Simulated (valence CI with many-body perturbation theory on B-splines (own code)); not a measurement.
# Energy levels of Pb LXIX

Calculated by configuration interaction combined with many-body perturbation theory (CI+MBPT): four valence electrons over a frozen Dirac-Fock core [Ne], radial functions for each j: 11 s, 11 p, 10 d, 8 f, 5 g, 2 h, with the one-electron correlation potential Σ1, the two-electron term Σ2, the three-electron term Σ3, Breit, model QED; selected CI, second order for the rest, scaled by the run's own slope (own B-spline code, finite nucleus).

No measured spectrum was set against this ion. As an estimate, large intervals hold to a few tenths of a per cent, small ones and those within an open d or f shell to about a per cent. Among the levels kept, up to 570 cm⁻¹ of a level comes from second order outside the variational space, and about a tenth of that is noise between levels of different J, which matters for small intervals.

Levels 1 to 45 of 164, with energies above the lowest level, (3s^2 3p1/2^2) J=0. "Leading %" is the weight of the configuration and term that name the level; weights of strongly mixed levels are sums over their largest components and can fall short. In the jj column 3d3/2^4 stands for four electrons in 3d with j = 3/2. Lifetimes count E1, E2, E3, M1 and M2 decay at the calculated energies, and are blank where another channel may lead or the interval is too uncertain; long ones can be off by a factor of two.

```
No.  Configuration  Term  J  E (× 10³ cm⁻¹)  Leading %    Second component  Lifetime                    Leading jj
  1        3s2 3p2    3P  0            0.00         68     32 % 3s2 3p2 1S                    3s^2 3p1/2^2 (100 %)
  2        3s2 3p2    3P  1          4652.5        100                        845 ps      3s^2 3p1/2 3p3/2 (100 %)
  3        3s2 3p2    1D  2          4736.1         65     34 % 3s2 3p2 3P   30.4 ns      3s^2 3p1/2 3p3/2 (100 %)
  4         3s 3p3   3P°  2          6268.7         47     26 % 3s 3p3 5S°   26.3 ps       3s 3p1/2^2 3p3/2 (97 %)
  5         3s 3p3   3D°  1          6509.6         26     24 % 3s 3p3 1P°    601 fs       3s 3p1/2^2 3p3/2 (79 %)
  6      3s2 3p 3d   3F°  2          6674.4         74  20 % 3s2 3p 3d 1D°   70.9 ps       3s^2 3p1/2 3d3/2 (99 %)
  7      3s2 3p 3d   3D°  1          7097.8         41  25 % 3s2 3p 3d 1P°   88.5 fs       3s^2 3p1/2 3d3/2 (79 %)
  8      3s2 3p 3d   3P°  2          7913.2         46  34 % 3s2 3p 3d 3D°   1.81 ps       3s^2 3p1/2 3d5/2 (98 %)
  9      3s2 3p 3d   3F°  3          7928.3         49  28 % 3s2 3p 3d 1F°   2.59 ps       3s^2 3p1/2 3d5/2 (99 %)
 10      3s 3p2 3d    3D  1          8331.2         46   36 % 3s 3p2 3d 5F   13.2 ps       3s 3p1/2^2 3d3/2 (99 %)
 11      3s 3p2 3d    3D  2          8400.6         30   16 % 3s 3p2 3d 5F   13.6 ps       3s 3p1/2^2 3d3/2 (99 %)
 12        3s2 3p2    3P  2          9456.0         65     34 % 3s2 3p2 1D    195 ps           3s^2 3p3/2^2 (99 %)
 13      3s 3p2 3d    3D  3          9525.9         37   18 % 3s 3p2 3d 5D   2.36 ps       3s 3p1/2^2 3d5/2 (99 %)
 14        3s2 3p2    1S  0          9642.6         67     31 % 3s2 3p2 3P    229 ps           3s^2 3p3/2^2 (98 %)
 15      3s 3p2 3d    3F  2          9655.1         26   21 % 3s 3p2 3d 1D   2.16 ps       3s 3p1/2^2 3d5/2 (98 %)
 16         3s 3p3   3D°  2           10827         49     45 % 3s 3p3 5S°    802 fs       3s 3p1/2 3p3/2^2 (96 %)
 17         3s 3p3   3D°  3           11003         95                       1.14 ps       3s 3p1/2 3p3/2^2 (95 %)
 18         3s 3p3   3P°  0           11100         84  15 % 3s2 3p 3d 3P°    646 fs       3s 3p1/2 3p3/2^2 (84 %)
 19         3s 3p3   1D°  2           11230         53  14 % 3s2 3p 3d 3D°    319 fs       3s 3p1/2 3p3/2^2 (68 %)
 20         3s 3p3   3P°  1           11242         30     19 % 3s 3p3 3D°    386 fs       3s 3p1/2 3p3/2^2 (79 %)
 21         3s 3p3   3S°  1           11351         30     30 % 3s 3p3 3P°    127 fs       3s 3p1/2 3p3/2^2 (98 %)
 22      3s2 3p 3d   3F°  3           11669         47  38 % 3s2 3p 3d 1F°    194 fs       3s^2 3p3/2 3d3/2 (95 %)
 23      3s2 3p 3d   3P°  1           11731         44  31 % 3s2 3p 3d 3D°    104 fs       3s^2 3p3/2 3d3/2 (80 %)
 24      3s2 3p 3d   3D°  2           11732         37     22 % 3s 3p3 1D°   82.4 fs       3s^2 3p3/2 3d3/2 (66 %)
 25      3s2 3p 3d   3P°  0           11739         84     16 % 3s 3p3 3P°    127 fs       3s^2 3p3/2 3d3/2 (84 %)
 26      3s2 3p 3d   3F°  4           12505         99                        461 ps       3s^2 3p3/2 3d5/2 (99 %)
 27      3s2 3p 3d   3P°  2           12600         43  42 % 3s2 3p 3d 1D°   2.85 ps       3s^2 3p3/2 3d5/2 (98 %)
 28      3s 3p2 3d    5F  2           12721         29         14 % 3p4 3P   1.73 ps   3s 3p1/2 3p3/2 3d3/2 (76 %)
 29      3s 3p2 3d    5D  0           12776         76   14 % 3s 3p2 3d 3P   8.15 ps   3s 3p1/2 3p3/2 3d3/2 (95 %)
 30      3s2 3p 3d   3D°  3           12795         64  33 % 3s2 3p 3d 1F°   1.03 ps       3s^2 3p3/2 3d5/2 (96 %)
 31      3s 3p2 3d    5D  1           12799         50   23 % 3s 3p2 3d 5F   6.31 ps  3s 3p1/2 3p3/2 3d3/2 (100 %)
 32      3s 3p2 3d    5F  3           12852         42   35 % 3s 3p2 3d 3F   5.78 ps   3s 3p1/2 3p3/2 3d3/2 (98 %)
 33      3s2 3p 3d   1P°  1           12894         62  26 % 3s2 3p 3d 3P°   1.42 ps       3s^2 3p3/2 3d5/2 (97 %)
 34            3p4    3P  2           12925         34         17 % 3p4 1D    366 fs        3p1/2^2 3p3/2^2 (51 %)
 35      3s 3p2 3d    3G  4           13012         32   19 % 3s 3p2 3d 1G   21.3 ps   3s 3p1/2 3p3/2 3d3/2 (97 %)
 36            3p4    1S  0           13054         44         24 % 3p4 3P    303 fs        3p1/2^2 3p3/2^2 (69 %)
 37      3s 3p2 3d    3F  2           13136         55    9 % 3s 3p2 3d 3P    324 fs   3s 3p1/2 3p3/2 3d3/2 (87 %)
 38      3s 3p2 3d    3D  3           13204         32   17 % 3s 3p2 3d 1F    181 fs   3s 3p1/2 3p3/2 3d3/2 (97 %)
 39      3s 3p2 3d    3P  1           13245         30   26 % 3s 3p2 3d 5P    168 fs   3s 3p1/2 3p3/2 3d3/2 (98 %)
 40      3s 3p2 3d    3D  2           13277         24   18 % 3s 3p2 3d 5P    115 fs   3s 3p1/2 3p3/2 3d3/2 (84 %)
 41      3s 3p2 3d    3G  3           13282         42   20 % 3s 3p2 3d 3F    166 fs   3s 3p1/2 3p3/2 3d3/2 (99 %)
 42      3s 3p2 3d    3D  1           13295         47   16 % 3s 3p2 3d 1P    142 fs   3s 3p1/2 3p3/2 3d3/2 (98 %)
 43      3s 3p2 3d    3F  2           13535         22     14 % 3s2 3d2 3F   89.9 fs   3s 3p1/2 3p3/2 3d3/2 (69 %)
 44      3s 3p2 3d    3D  1           13539         42   22 % 3s 3p2 3d 3P   81.8 fs   3s 3p1/2 3p3/2 3d3/2 (97 %)
 45      3s 3p2 3d    3P  0           13575         47     19 % 3s2 3d2 3P    106 fs   3s 3p1/2 3p3/2 3d3/2 (51 %)
```

The ionisation energy to 3s2 3p 2P°_1/2 of the next ion comes out as 8520.3 eV (NIST: 8520 ± 50 eV (theoretical)). All 164 levels together are meant to be complete up to 20512 × 10³ cm⁻¹.
